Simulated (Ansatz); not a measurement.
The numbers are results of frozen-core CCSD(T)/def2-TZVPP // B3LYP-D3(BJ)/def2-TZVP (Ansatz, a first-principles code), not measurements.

Ansatz 0.2 input:
```yaml
crystal:
  periodic: [false, false, false]
  atoms:
    - { symbol: I, position_ang: [-2.074953, -1.327246, -0.027682] }
    - { symbol: Al, position_ang: [0.000001, 0.000003, 0.000015] }
    - { symbol: I, position_ang: [-0.111834, 2.460695, -0.001992] }
    - { symbol: I, position_ang: [2.186786, -1.133452, 0.029659] }
basis:
  gaussian: { orbitals: def2-TZVPP }
correlation:
  method: ccsd_t
```

Output:

```
Functional definition: HF
1696 factors; integrals over basis functions are off by at most 6.2e-4 eV
mean field evaluation 1: about -30804.9365 eV, gradient 1.6e1 eV
mean field evaluation 2: about -30805.0980 eV, gradient 1.7e1 eV
mean field evaluation 4: about -30806.2107 eV, gradient 2.1e0 eV
mean field evaluation 8: about -30806.2464 eV, gradient 1.3e-1 eV
mean field evaluation 16: about -30804.9365 eV, gradient 1.6e1 eV
mean field -30806.24650722 eV, -1132.1086779163 hartree, gradient 1.7e-6 eV, S^2 0.000000; 0 other end points of the search recorded, 0 dependent functions left out
17 core orbitals not correlated
reference -30806.24650722 eV, -1132.1086779163 hartree; 27, 27 occupied and 148, 148 virtual orbitals, 1696 factors
second order -42.18688858 eV of doubles, -0.00000000 eV of singles
cycle   1  -38.81204430 eV  change     3.4e0 eV  update   1.2e-1
cycle   2  -39.74911660 eV  change   -9.4e-1 eV  update   3.1e-2
cycle   3  -39.83925119 eV  change   -9.0e-2 eV  update   1.3e-2
cycle   4  -39.79602052 eV  change    4.3e-2 eV  update   3.4e-3
cycle   5  -39.79582544 eV  change    2.0e-4 eV  update   1.8e-3
cycle   6  -39.79731799 eV  change   -1.5e-3 eV  update   3.7e-4
cycle   7  -39.79685641 eV  change    4.6e-4 eV  update   1.4e-4
cycle   8  -39.79674371 eV  change    1.1e-4 eV  update   3.9e-5
cycle   9  -39.79679356 eV  change   -5.0e-5 eV  update   1.5e-5
perturbative correction -0.94819501 eV, -0.0348455240 hartree
Total energy: -30846.99149579 eV, -1133.6060286285 hartree
```

Cost: about 8 core-minutes (a rough figure).
